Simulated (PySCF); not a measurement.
An equivalent PySCF input for In³⁺ (indium, charge +3), [Kr] 4d10, closed-shell 1S, with scalar relativity through the core potential:

```python
from pyscf import gto, scf, dft, mp, cc
import basis_set_exchange as bse
txt = bse.get_basis("aug-cc-pVDZ-PP", elements=["In"], fmt="nwchem", header=False)
cut = txt.index("\nECP")
mol = gto.M(atom="In 0 0 0", charge=3, spin=0, symmetry="D2h",
            basis=gto.basis.parse(txt[:cut]),
            ecp={"In": gto.basis.parse_ecp(txt[cut:])})
mf = dft.UKS(mol, xc="PBE0")
mf.irrep_nelec = {'Ag': (3, 3), 'B1g': (1, 1), 'B2g': (1, 1), 'B3g': (1, 1), 'B1u': (1, 1), 'B2u': (1, 1), 'B3u': (1, 1)}
mf.kernel()
```

It reaches the same state as the run whose output follows, with an energy that differs only through the grid. The run itself started from symmetry-adapted Hartree-Fock orbitals and held the occupation by maximum overlap, on a logarithmic radial grid, so the iterations belong to that start.

```
SCF conv_tol = 1e-09
number electrons alpha = 9  beta = 9
XC functionals = PBE0
    C. Adamo and V. Barone.,  J. Chem. Phys. 110, 6158 (1999)
    M. Ernzerhof and G. E. Scuseria.,  J. Chem. Phys. 110, 5029 (1999)
cycle= 1 E= -188.175988105676  delta_E= -0.00117  |g|= 0.00884  |ddm|= 0.0602
cycle= 2 E= -188.176012366838  delta_E= -2.43e-05  |g|= 0.00198  |ddm|= 0.0129
cycle= 3 E= -188.176013894327  delta_E= -1.53e-06  |g|= 4.91e-05  |ddm|= 0.00236
cycle= 4 E= -188.176013895091  delta_E= -7.64e-10  |g|= 5.41e-08  |ddm|= 5.98e-05
converged SCF energy = -188.176013895091  <S^2> = 1.7763568e-15  2S+1 = 1
```

Energies and moments cover only the electrons outside the core potential.
